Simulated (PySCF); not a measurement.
From one molecule to another.

First species: C₇H₁₃N.
Structure used (GFN2-xTB), in Å, numbered top down from 1:
```xyz
21
C7H13N angstrom
C     -2.1659    1.7103   -0.4709
C     -1.6129    0.5277   -0.6604
C     -0.6818   -0.1452    0.3030
C     -1.2830   -1.4701    0.7783
C      0.6649   -0.3872   -0.3742
C      1.8428   -0.8234    0.5135
N      2.6834    0.1881   -0.1318
C      1.5132    0.8486   -0.7158
H     -2.8312    2.1545   -1.1920
H     -1.9793    2.2876    0.4204
H     -1.8190   -0.0331   -1.5628
H     -0.5319    0.5065    1.1709
H     -2.2398   -1.2965    1.2652
H     -0.6155   -1.9583    1.4843
H     -1.4414   -2.1383   -0.0651
H      0.5392   -1.0453   -1.2344
H      1.6545   -0.6570    1.5810
H      2.2199   -1.8383    0.3711
H      3.2574    0.7533    0.4835
H      1.6434    1.0837   -1.7738
H      1.1742    1.7492   -0.1906
```

Second species: C₇H₆F₄.
SMILES: `C=C/C(=C/C(=C)F)C(F)(F)F`

Levels: PBE0/pcSseg-1 for dipole moment, HOMO energy, LUMO energy and HOMO–LUMO gap; GFN2-xTB for rotational constant A and rotational constant C. Geometries: GFN2-xTB. Each structure is a single optimised conformer of the isolated species, non-relativistic unless stated. Electronic properties by PySCF.

The conformers computed, where there is a choice (atom-mapped SMILES and torsion angles):
- `[CH2:1]=[CH:2][C@@H:3]([CH3:4])[CH:5]1[CH2:6][NH:7][CH2:8]1`: C1–C2–C3–C4 119°, C2–C3–C5–C6 169°
- `[CH2:1]=[CH:2]/[C:3](=[CH:4]/[C:5](=[CH2:6])[F:7])[C:8]([F:9])([F:10])[F:11]`: C1–C2–C3–C4 -157°, C3–C4–C5–C6 159°, C2–C3–C8–F9 -91°

```json
{"property": "dipole moment", "column X": "3.53 D", "column Y": "1.23 D"}
{"property": "HOMO energy", "column X": "-7.03 eV", "column Y": "-6.26 eV"}
{"property": "LUMO energy", "column X": "-2.18 eV", "column Y": "0.41 eV"}
{"property": "HOMO–LUMO gap", "column X": "4.85 eV", "column Y": "6.67 eV"}
{"property": "rotational constant A", "column X": "1.803 GHz", "column Y": "3.328 GHz"}
{"property": "rotational constant C", "column X": "0.672 GHz", "column Y": "1.080 GHz"}
```

Task: Which column belongs to which species?

Result: Column X is the second species and column Y the first. The first has 21 atoms and 62 electrons, the second 17 and 84.

Task: How does each property change from the first species to the second?

Result: dipole moment +2.30 D; HOMO energy -0.77 eV; LUMO energy -2.59 eV; HOMO–LUMO gap -1.82 eV; rotational constant A -1.525 GHz; rotational constant C -0.408 GHz.

On the first: The dipole matches unit charges of opposite sign 0.26 Å apart (1 e·Å = 4.8032 D). A dipole of 1.23 D is allowed in C1, and pure rotational transitions are dipole-allowed.

On the second: The dipole matches unit charges of opposite sign 0.74 Å apart (1 e·Å = 4.8032 D). A dipole of 3.53 D is allowed in C1, and pure rotational transitions are dipole-allowed.
